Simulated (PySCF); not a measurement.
From one molecule to another.

First species: C₅H₆ClP₃.
Numbering: `[CH3:1][CH2:2][c:3]1[p:4][cH:5][p:6][c:7]([Cl:8])[p:9]1` (hydrogens: H10, H11, H12 on C1; H13, H14 on C2; H15 on C5)

Structure used (GFN2-xTB), in Å, numbered top down from 1:
```
atom  x, y, z in Å
C1    -2.3000    0.3580    0.5477
C2    -1.5399    0.0773   -0.7475
C3    -0.0656   -0.0877   -0.4531
P4     0.4027   -1.7282   -0.0992
C5     2.0867   -1.6802    0.2894
P6     3.2999   -0.4543    0.4005
C7     2.4384    1.0003   -0.0111
Cl8    3.4636    2.4184    0.0338
P9     0.8114    1.4159   -0.4669
H10   -2.1632   -0.4646    1.2479
H11   -3.3625    0.4760    0.3508
H12   -1.9256    1.2697    1.0112
H13   -1.9354   -0.8328   -1.2064
H14   -1.6950    0.9075   -1.4416
H15    2.4801   -2.6676    0.5226
```

Second species: C8H7F.
InChI=1S/C8H7F/c1-4-5-6-7(2)8(3)9/h1H,2-3H3/b8-7+

Levels: CAM-B3LYP/def2-SVPD for dipole moment, HOMO energy, LUMO energy, HOMO–LUMO gap, static isotropic polarisability and electronic spatial extent ⟨r²⟩ about the centre of nuclear charge; TDDFT CAM-B3LYP/def2-SVPD for lowest singlet excitation; TDA CAM-B3LYP/def2-SVPD for lowest triplet excitation (Tamm–Dancoff); GFN2-xTB for rotational constant A and rotational constant C. Geometries: GFN2-xTB. All species are isolated and taken at one optimised geometry, non-relativistic unless stated. Electronic properties by PySCF.

The conformers computed, where there is a choice (atom-mapped SMILES and torsion angles):
- `[CH3:1][CH2:2][c:3]1[p:4][cH:5][p:6][c:7]([Cl:8])[p:9]1`: C1–C2–C3–P4 90°

Values for the first species:

```
Dipole moment                                                     : 2.10 D
HOMO energy                                                       : -8.28 eV
LUMO energy                                                       : -1.67 eV
HOMO–LUMO gap                                                     : 6.61 eV
Lowest singlet excitation                                         : 3.56 eV
Lowest triplet excitation (Tamm–Dancoff)                          : 2.44 eV
Static isotropic polarisability                                   : 150.2 au
Electronic spatial extent ⟨r²⟩ about the centre of nuclear charge : 2301 bohr²
Rotational constant A                                             : 1.365 GHz
Rotational constant C                                             : 0.461 GHz
```

Problem. Estimate the same properties for the second species, and the change in each.

Solution. 
```csv
property,first,second,second less first
dipole moment,2.10 D,0.65 D,-1.45 D
HOMO energy,-8.28 eV,-7.75 eV,+0.53 eV
LUMO energy,-1.67 eV,-0.24 eV,+1.43 eV
HOMO–LUMO gap,6.61 eV,7.51 eV,+0.90 eV
lowest singlet excitation,3.56 eV,4.37 eV,+0.81 eV
lowest triplet excitation (Tamm–Dancoff),2.44 eV,3.07 eV,+0.63 eV
static isotropic polarisability,150.2 au,107.4 au,-42.8 au
electronic spatial extent ⟨r²⟩ about the centre of nuclear charge,2301 bohr²,1690 bohr²,-611 bohr²
rotational constant A,1.365 GHz,3.667 GHz,+2.302 GHz
rotational constant C,0.461 GHz,0.623 GHz,+0.162 GHz
```

On the first: The vertical singlet–triplet gap S1 − T1 is 1.12 eV (TDDFT singlet less Tamm–Dancoff triplet; S1: HOMO→LUMO, weight 0.41, beside HOMO→LUMO+1, weight 0.27; T1: HOMO→LUMO+1, weight 0.35, beside HOMO→LUMO, weight 0.31). A dipole of 2.10 D is allowed in C1, and pure rotational transitions are dipole-allowed.

On the second: S1 lies 3.14 eV below the HOMO–LUMO gap; its leading configuration is HOMO→LUMO+1, weight 0.80. A dipole of 0.65 D is allowed in Cs, and pure rotational transitions are dipole-allowed.
